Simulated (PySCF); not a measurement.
C₅H₇F, SMILES [C@@H]1(CC=C1C)F.

Geometry optimised at PBE-D3(BJ)/def2-SVP. The structure was generated by enumeration; whether it is a known compound was not checked.

These are PySCF with TDA-PBE/def2-SVPD values and carry that method's errors.

Vertical excitations. Isolated molecule, no solvent.

Question: Give excitation energies, oscillator strengths and character. (The exact figures need the calculation; the answer reports its results.)

Answer: 
```csv
state,energy (eV),λ (nm),f,main pairs
S1,6.29,197,0.031,"HOMO→LUMO+1 69 %, HOMO→LUMO 20 %"
S2,6.39,194,0.004,HOMO−1→LUMO 96 %
S3,6.45,192,0.012,"HOMO−2→LUMO 73 %, HOMO→LUMO+1 17 %"
S4,6.74,184,0.052,"HOMO→LUMO+2 38 %, HOMO→LUMO 22 %, HOMO→LUMO+3 17 %, HOMO−2→LUMO 13 %"
S5,6.84,181,0.051,"HOMO→LUMO+2 60 %, HOMO→LUMO+3 22 %, HOMO→LUMO 10 %"
S6,7.33,169,0.181,"HOMO→LUMO+3 57 %, HOMO→LUMO 22 %"
S7,7.52,165,0.019,HOMO−1→LUMO+1 99 %
S8,7.62,163,0.009,HOMO→LUMO+4 98 %
S9,7.72,161,0.001,"HOMO−2→LUMO+1 68 %, HOMO−3→LUMO 30 %"
S10,7.72,161,0.001,"HOMO−3→LUMO 68 %, HOMO−2→LUMO+1 30 %"
T1,4.16,298,0,HOMO→LUMO 98 %
T2,6.01,206,0,HOMO−1→LUMO 99 %
T3,6.27,198,0,HOMO→LUMO+1 98 %
T4,6.33,196,0,HOMO−2→LUMO 98 %
```
Triplets are in the Tamm–Dancoff approximation.
